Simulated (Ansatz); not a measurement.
Problem. Name a neutral molecule of Cl, F, Ta with LUMO energy (PBE/def2-TZVPP) between -3.85 and -3.55 eV and LUMO energy (PBE0/def2-TZVPP) between -3.05 and -2.75 eV (Ansatz, PBE0-D4/def2-TZVP geometry).

Solution. `[F][Ta]([F])([F])([F])[Cl]` (-3.64 eV, -2.92 eV); `[F][Ta]([F])([F])([Cl])[Cl]` (-3.65 eV, -2.92 eV). Other molecules can fit too; these were computed, each in one conformer that needn't be the lowest.
